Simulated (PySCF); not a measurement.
Molfile (atoms numbered from 1):
```
C8H10SSi
     RDKit          3D

 20 21  0  0  0  0  0  0  0  0999 V2000
   -2.6399   -0.4423   -0.5730 C   0  0  0  0  0  0  0  0  0  0  0  0
   -1.5367    0.2076   -0.9692 C   0  0  0  0  0  0  0  0  0  0  0  0
   -0.5962    0.7891    0.0600 C   0  0  2  0  0  0  0  0  0  0  0  0
    0.7772    0.2011   -0.0246 C   0  0  0  0  0  0  0  0  0  0  0  0
    1.1420   -1.0751   -0.3817 C   0  0  0  0  0  0  0  0  0  0  0  0
    2.5457   -1.3012   -0.2933 C   0  0  0  0  0  0  0  0  0  0  0  0
    3.2315   -0.1968    0.1338 C   0  0  0  0  0  0  0  0  0  0  0  0
    2.1687    1.1253    0.4229 S   0  0  0  0  0  0  0  0  0  0  0  0
   -1.5117    0.3775    1.7012 Si  0  0  0  0  0  4  0  0  0  0  0  0
   -2.9493   -0.5688    0.8952 C   0  0  0  0  0  0  0  0  0  0  0  0
   -3.3233   -0.8794   -1.3102 H   0  0  0  0  0  0  0  0  0  0  0  0
   -1.2797    0.3065   -2.0296 H   0  0  0  0  0  0  0  0  0  0  0  0
   -0.5280    1.8842   -0.0644 H   0  0  0  0  0  0  0  0  0  0  0  0
    0.4154   -1.8241   -0.7003 H   0  0  0  0  0  0  0  0  0  0  0  0
    3.0294   -2.2476   -0.5398 H   0  0  0  0  0  0  0  0  0  0  0  0
    4.3037   -0.0828    0.2858 H   0  0  0  0  0  0  0  0  0  0  0  0
   -0.6753   -0.4466    2.6214 H   0  0  0  0  0  0  0  0  0  0  0  0
   -1.9652    1.6057    2.4240 H   0  0  0  0  0  0  0  0  0  0  0  0
   -3.0090   -1.6253    1.2082 H   0  0  0  0  0  0  0  0  0  0  0  0
   -3.9289   -0.1231    1.1393 H   0  0  0  0  0  0  0  0  0  0  0  0
  1  2  2  0
  2  3  1  0
  3  4  1  0
  4  5  2  0
  5  6  1  0
  6  7  2  0
  7  8  1  0
  3  9  1  0
  9 10  1  0
 10  1  1  0
  8  4  1  0
  1 11  1  0
  2 12  1  0
  3 13  1  6
  5 14  1  0
  6 15  1  0
  7 16  1  0
  9 17  1  0
  9 18  1  0
 10 19  1  0
 10 20  1  0
M  END
```

Geometry: PBE0-D3(BJ)/def2-SVP; GIAO absolute shieldings from PySCF, gas phase, non-relativistic, averaged over equivalent atoms.

At PBE0/pcSseg-1 (234 basis functions, 41 s wall time on 1 thread of an Arm Neoverse V2, shared host):
```tsv
atoms	σ (ppm)
C4	27.8
C2	40.6
C1	42.2
C6	52.1
C7	55.3
C5	58.8
C3	151.1
C10	169.5
S8	274.8
Si9	366.4
H15	24.32
H16	24.40
H14	24.63
H11	25.01
H12	25.18
H18	26.71
H17	27.27
H13	27.74
H19	29.41
H20	29.55
```

Q: What do these become at wB97X-D/pcSseg-1?

A: 
```json
{"atoms": "C4", "σ at wB97X-D/pcSseg-1": "25.0", "change": "-2.8"}
{"atoms": "C2", "σ at wB97X-D/pcSseg-1": "40.1", "change": "-0.5"}
{"atoms": "C1", "σ at wB97X-D/pcSseg-1": "41.7", "change": "-0.5"}
{"atoms": "C6", "σ at wB97X-D/pcSseg-1": "51.0", "change": "-1.1"}
{"atoms": "C7", "σ at wB97X-D/pcSseg-1": "53.3", "change": "-2.0"}
{"atoms": "C5", "σ at wB97X-D/pcSseg-1": "58.1", "change": "-0.7"}
{"atoms": "C3", "σ at wB97X-D/pcSseg-1": "153.2", "change": "+2.1"}
{"atoms": "C10", "σ at wB97X-D/pcSseg-1": "170.9", "change": "+1.4"}
{"atoms": "S8", "σ at wB97X-D/pcSseg-1": "271.6", "change": "-3.2"}
{"atoms": "Si9", "σ at wB97X-D/pcSseg-1": "365.0", "change": "-1.4"}
{"atoms": "H15", "σ at wB97X-D/pcSseg-1": "24.45", "change": "+0.13"}
{"atoms": "H16", "σ at wB97X-D/pcSseg-1": "24.48", "change": "+0.08"}
{"atoms": "H14", "σ at wB97X-D/pcSseg-1": "24.77", "change": "+0.14"}
{"atoms": "H11", "σ at wB97X-D/pcSseg-1": "25.16", "change": "+0.15"}
{"atoms": "H12", "σ at wB97X-D/pcSseg-1": "25.33", "change": "+0.15"}
{"atoms": "H18", "σ at wB97X-D/pcSseg-1": "26.86", "change": "+0.15"}
{"atoms": "H17", "σ at wB97X-D/pcSseg-1": "27.40", "change": "+0.13"}
{"atoms": "H13", "σ at wB97X-D/pcSseg-1": "28.06", "change": "+0.32"}
{"atoms": "H19", "σ at wB97X-D/pcSseg-1": "29.64", "change": "+0.23"}
{"atoms": "H20", "σ at wB97X-D/pcSseg-1": "29.78", "change": "+0.23"}
```

The largest change is at S8 (aromatic ring sulfur). Cost: 234 basis functions, 50 s wall time on 1 thread of an Arm Neoverse V2, shared host. The order of the carbon signals is the same at both levels.
